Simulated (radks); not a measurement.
All-electron atom: La XXX in [Ar] 3d10 (the NIST ground configuration).

Method: scalar-relativistic Kohn-Sham, PBE, spin-polarised, spherical densities, finite nucleus; Fermi nuclear charge, rms radius 4.855 fm; computed with a radial shooting solver on a logarithmic mesh with Libxc functionals.

Energy parts (eV):
total: -219238.32
kinetic: 232440.12
electron-nucleus: -500191.21
Hartree: 53111.84
exchange-correlation: -4599.06

Orbitals (lengths in bohr, moments of r in powers of bohr):
orbital  occ.  eigenvalue (eV)      <r^2>      <r>  <1/r>      <r^4>
1s          2        -39776.00  0.0008535  0.02507  62.01  1.916e-06
2s          2        -7165.715    0.01356   0.1072  14.31  0.0003150
2p          6        -6530.884    0.01077  0.09398  13.58  0.0002292
3s          2        -2253.587    0.08944   0.2801  5.276    0.01196
3p          6        -2050.077    0.08852   0.2767  5.015    0.01218
3d         10        -1764.658    0.07407   0.2515  4.772   0.009586
4s          0        -1062.799     0.3640   0.5696  2.540     0.1830
4p          0        -986.2800     0.3816   0.5813  2.424     0.2038

The highest occupied level is 3d at -1764.7 eV. For comparison, the ionisation energy in NIST's Atomic Spectra Database is 1800 eV (theoretical). In exact Kohn-Sham theory the highest level is minus the ionisation energy, but local and semilocal functionals leave it too shallow, through self-interaction and a potential that decays too fast; potentials with the right tail come closer.
